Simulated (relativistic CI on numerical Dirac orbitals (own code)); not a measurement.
# Sensitivity of the levels of Ge16+ to α and to the nuclear radius

Computed by Dirac-Coulomb-Breit CI, separate exchange-only KLI orbitals for each configuration, derivatives by finite differences, unscaled Slater integrals, QED left out (own radial code, finite nucleus).

Configuration list (outside the closed core [Ne]): 3s²3p⁴, 3s3p⁵, 3s²3p³3d, 3p⁶, 3s3p⁴3d, 3p⁵3d, 3p⁴3d², 3p³3d³. Double excitations out of closed p, d and f shells are left out; levels of such configurations are missing from the list, as are those of other unlisted configurations, and high levels can miss mixing partners.

With x = (α/α₀)² − 1 an excitation energy changes as ω = ω₀ + qx; K = 2q/ω₀ is the relative enhancement. Terms are leading LS components, so labels can repeat. The field-shift factor is F = δν/δ⟨r²⟩ for the transition from the lowest level.

Lowest level 3s²3p⁴ ³P2.

```
        Level  ω₀ (cm⁻¹)  q (cm⁻¹)      K  F (GHz/fm²)
   3s²3p⁴ ³P0      36426     22260   1.22       -0.231
   3s²3p⁴ ³P1      41096     47090   2.29       -0.275
   3s²3p⁴ ¹D2      76595     42930   1.12       -0.222
   3s²3p⁴ ¹S0     159683     73060  0.915        -1.25
   3s3p⁵ ³P°2     439856     55300  0.251        -36.4
   3s3p⁵ ³P°1     465451     75080  0.323        -35.7
   3s3p⁵ ³P°0     486380    102100   0.42        -35.8
   3s3p⁵ ¹P°1     559683     76800  0.274        -26.9
3s²3p³3d ⁵D°0     580322     35790  0.123        0.441
3s²3p³3d ⁵D°2     580427     31810   0.11        0.881
3s²3p³3d ⁵D°3     580658     30620  0.105         1.03
3s²3p³3d ⁵D°1     581297     37700   0.13        0.568
3s²3p³3d ⁵D°4     585498     38140   0.13         1.04
```

At this charge energies of transitions that change n are usually good to better than 1 %, and those within a shell (Δn = 0) to a few per cent.
